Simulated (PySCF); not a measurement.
Calculated elemental compositions, with the atomic weights C 12.011, P 30.974, H 1.008, Cl 35.450, Si 28.085, O 15.999, F 18.998, As 74.922.

Question: A compound of molar mass 106.05 g/mol holds 58.42 % phosphorus, 33.98 % carbon and 7.60 % hydrogen by mass. What is its formula?

Answer: Dividing out the atomic weights: P 2.00, C 3.00, H 8.00. So C3H8P2. One species with this formula is `CP(P=C)C`.

Question: A compound of molar mass 102.56 g/mol holds 58.56 % carbon, 6.88 % hydrogen and 34.56 % chlorine by mass. What is its formula?

Answer: Per cent/100 × molar mass / atomic weight: C 5.00, H 7.00, Cl 1.00. So C5H7Cl. One species with this formula is `Cl[C@@H]1CC12CC2`.

Question: A compound of molar mass 160.32 g/mol holds 7.54 % hydrogen, 37.46 % carbon, 19.96 % oxygen and 35.04 % silicon by mass. What is its formula?

Answer: Per cent/100 × molar mass / atomic weight: H 11.99, C 5.00, O 2.00, Si 2.00. So C5H12O2Si2. One species with this formula is `C(=C)[Si@H](C(O[SiH3])=C)OC`.

Question: A compound of molar mass 90.17 g/mol holds 21.07 % fluorine, 39.96 % carbon, 31.15 % silicon and 7.83 % hydrogen by mass. What is its formula?

Answer: Dividing out the atomic weights: F 1.00, C 3.00, Si 1.00, H 7.00. So C3H7FSi. One species with this formula is `C=C[C@H](F)[SiH3]`.

Question: A compound of molar mass 160.09 g/mol holds 45.02 % carbon, 8.19 % hydrogen and 46.80 % arsenic by mass. What is its formula?

Answer: Per cent/100 × molar mass / atomic weight: C 6.00, H 13.01, As 1.00. So C6H13As. One species with this formula is `C/C=C\C[As](C)C`.
